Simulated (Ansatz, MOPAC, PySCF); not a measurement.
Donor–acceptor adduct: BH3 (SMILES B) (first 4 atoms) with H2O (SMILES O); geometry from B3LYP-D3(BJ)/def2-TZVP, rigid monomers moved along the line of their centres of mass till B1···O5 is 1.99 Å.
(charge 0, multiplicity 1):
```xyz
7

B      0.21063     0.24930     0.78962
H      0.61722    -0.76718     0.28698
H     -0.85292     0.63724     0.39400
H      1.03723     1.09088     1.00556
O     -0.24791    -0.32948     2.63614
H     -0.90274    -1.03867     2.59197
H      0.54151    -0.69209     3.05926
```

Interaction energies are E(AB) − E(A) − E(B) at the monomers' geometry in the complex; basis-set methods are counterpoise corrected. Rows marked so take none.

Correlated levels freeze the cores. CBS: X⁻³ extrapolation of the correlation energy, Hartree–Fock from the larger set. Rows in 3-21G, 6-31G*, STO-3G carry no dispersion term and start afresh at each structure (6-31G* with six Cartesian d functions). MP2/6-31G* freezes PySCF's default core. The state reached by AM1, PM6, PM7 isn't checked; PM7 holds dispersion and hydrogen-bond terms.

Run with Ansatz (an electronic-structure program) with Gaussian orbitals; MOPAC for AM1, PM6, PM7 (differences of heats of formation); PySCF for 3-21G rows, 6-31G* rows, STO-3G rows, the dispersion terms. Each number belongs to the level named beside it.

Other levels give for the interaction energy: PBE/def2-TZVPPD -87.0; B3LYP/def2-TZVPPD -74.1; B3LYP-D3(BJ)/def2-TZVPPD -79.6; wB97M-V/def2-TZVPPD -83.6; CCSD(T)/CBS(aug-cc-pVDZ, aug-cc-pVTZ) -78.6 kJ/mol.

Common cheap choices:

| level | interaction energy (kJ/mol) | less -78.6 (CCSD(T)/CBS(aug-cc-pVDZ, aug-cc-pVTZ)) |
|---|---|---|
| AM1 | -84.1 | -5.5 |
| PM6 | -91.6 | -13.1 |
| PM7 | -66.4 | 12.2 |
| HF/STO-3G (no counterpoise) | -153.2 | -74.6 |
| B3LYP/3-21G (no counterpoise) | -159.0 | -80.5 |
| B3LYP/6-31G* | -83.6 | -5.1 |
| M06-2X/6-31G* (no counterpoise) | -101.5 | -22.9 |
| MP2/6-31G* (no counterpoise) | -95.6 | -17.0 |
